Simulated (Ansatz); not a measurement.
**Molecular dynamics of H₈SO₆**

The input (input.yaml):

```yaml
accuracy: low
crystal:
  lattice:
    - [5.975829, 0.0, 0.0]
    - [0.0, 5.975829, 0.0]
    - [0.0, 0.0, 5.975829]
  atoms:
    - { symbol: O, position: [0.45980145, 0.16956548, 0.49158914] }
    - { symbol: H, position: [0.52433233, 0.09251934, 0.35478677] }
    - { symbol: H, position: [0.44671655, 0.04030222, 0.59374877] }
    - { symbol: O, position: [0.39247572, 0.74954338, 0.71097817] }
    - { symbol: H, position: [0.5250306, 0.65447348, 0.71192451] }
    - { symbol: H, position: [0.28823778, 0.66854851, 0.61223387] }
    - { symbol: O, position: [0.63854632, 0.93831163, 0.14693781] }
    - { symbol: H, position: [0.78479868, 0.86883544, 0.11002465] }
    - { symbol: H, position: [0.52329435, 0.84881311, 0.07194549] }
    - { symbol: O, position: [0.03722485, 0.71515234, 0.04074499] }
    - { symbol: H, position: [0.15371298, 0.73559389, -0.07481365] }
    - { symbol: H, position: [0.04005337, 0.5528531, 0.0707912] }
    - { symbol: S, position: [0.06856858, 0.24560103, 0.43897867] }
    - { symbol: O, position: [0.0647506, 0.46406327, 0.55013429] }
    - { symbol: O, position: [0.05769303, 0.24582197, 0.19539082] }
basis:
  ecutwfc: 420.0
kpoints:
  mp_grid: { grid: [1, 1, 1] }
hamiltonian:
  xc: pbe
  dispersion: d3bj
scf:
  occupations: { method: fermi_dirac, width: 0.02 }
  lower_state_search: "off"
md:
  timestep: 0.75
  n_steps: 300
  ensemble: nvt_langevin
  temperature: 1500.0
  initial_velocities: maxwell_boltzmann
  seed: 986026
  friction: 0.02
```

Run as:

```bash
$ ansatz run input.yaml --threads 1 --pin off --max-ram 3072MiB --backend cpu --events-out ev --progress --plain --runs-dir out
```

It starts from a partly relaxed structure (largest force component 0.45 eV/Å).

Output, in part (step lines):

```
md step     0: t =     0.00 fs  T =  1400.0 K  F+E_penalty+E_count = -4434.20841723 eV  E_kin = 2.714460 eV  (10 SCF iters)
[... lines left out ...]
```

The steps, from the saved trajectory:

```json
{"time (fs)": "0.0", "T (K)": "1400", "potential energy less start (eV)": "0.000"}
{"time (fs)": "7.5", "T (K)": "594", "potential energy less start (eV)": "1.852"}
{"time (fs)": "15.0", "T (K)": "1103", "potential energy less start (eV)": "0.957"}
{"time (fs)": "22.5", "T (K)": "557", "potential energy less start (eV)": "2.151"}
{"time (fs)": "30.0", "T (K)": "1212", "potential energy less start (eV)": "1.538"}
{"time (fs)": "37.5", "T (K)": "1066", "potential energy less start (eV)": "2.758"}
{"time (fs)": "45.0", "T (K)": "1436", "potential energy less start (eV)": "2.148"}
{"time (fs)": "52.5", "T (K)": "1352", "potential energy less start (eV)": "2.329"}
{"time (fs)": "60.0", "T (K)": "1359", "potential energy less start (eV)": "3.016"}
{"time (fs)": "67.5", "T (K)": "1472", "potential energy less start (eV)": "2.760"}
{"time (fs)": "75.0", "T (K)": "1891", "potential energy less start (eV)": "2.067"}
{"time (fs)": "82.5", "T (K)": "1894", "potential energy less start (eV)": "2.775"}
{"time (fs)": "90.0", "T (K)": "1193", "potential energy less start (eV)": "2.821"}
{"time (fs)": "97.5", "T (K)": "1288", "potential energy less start (eV)": "2.509"}
{"time (fs)": "105.0", "T (K)": "1050", "potential energy less start (eV)": "2.791"}
{"time (fs)": "112.5", "T (K)": "1570", "potential energy less start (eV)": "2.444"}
{"time (fs)": "120.0", "T (K)": "1664", "potential energy less start (eV)": "2.307"}
{"time (fs)": "127.5", "T (K)": "1439", "potential energy less start (eV)": "2.613"}
{"time (fs)": "135.0", "T (K)": "1476", "potential energy less start (eV)": "2.966"}
{"time (fs)": "142.5", "T (K)": "1392", "potential energy less start (eV)": "2.591"}
{"time (fs)": "150.0", "T (K)": "1133", "potential energy less start (eV)": "2.378"}
{"time (fs)": "157.5", "T (K)": "941", "potential energy less start (eV)": "2.836"}
{"time (fs)": "165.0", "T (K)": "1059", "potential energy less start (eV)": "2.210"}
{"time (fs)": "172.5", "T (K)": "1117", "potential energy less start (eV)": "2.397"}
{"time (fs)": "180.0", "T (K)": "1493", "potential energy less start (eV)": "2.207"}
{"time (fs)": "187.5", "T (K)": "1461", "potential energy less start (eV)": "2.845"}
{"time (fs)": "195.0", "T (K)": "1180", "potential energy less start (eV)": "2.858"}
{"time (fs)": "202.5", "T (K)": "1788", "potential energy less start (eV)": "2.354"}
{"time (fs)": "210.0", "T (K)": "1583", "potential energy less start (eV)": "2.488"}
{"time (fs)": "217.5", "T (K)": "1622", "potential energy less start (eV)": "2.208"}
{"time (fs)": "225.0", "T (K)": "1633", "potential energy less start (eV)": "2.912"}
```

The run went to its last step. A run of 0.23 ps of so small a system gives no equilibrium averages. Limits of this set-up: coarse k mesh, low accuracy level.

Mean squared displacements from the first frame to the last, about the centre of mass: O 0.67 Å², H 3.59 Å², S 0.18 Å².

Last frame:

```xyz
15
Lattice="5.9758 0.0000 0.0000 0.0000 5.9758 0.0000 0.0000 0.0000 5.9758" Properties=species:S:1:pos:R:3
O 2.474 1.284 3.073
H 2.952 0.713 2.330
H 2.735 2.213 2.799
O 3.312 4.933 4.163
H 2.520 4.323 4.116
H 3.143 5.864 4.379
O 4.091 5.057 1.666
H 4.479 5.323 2.562
H 4.955 4.303 1.329
O -0.027 4.535 -0.696
H -0.315 3.771 -1.228
H 0.047 5.222 -1.382
S -0.091 1.464 2.339
O -0.327 2.763 2.809
O 0.345 1.541 1.037
```

Run time: 4.2 min on 1 CPU thread of a shared host.
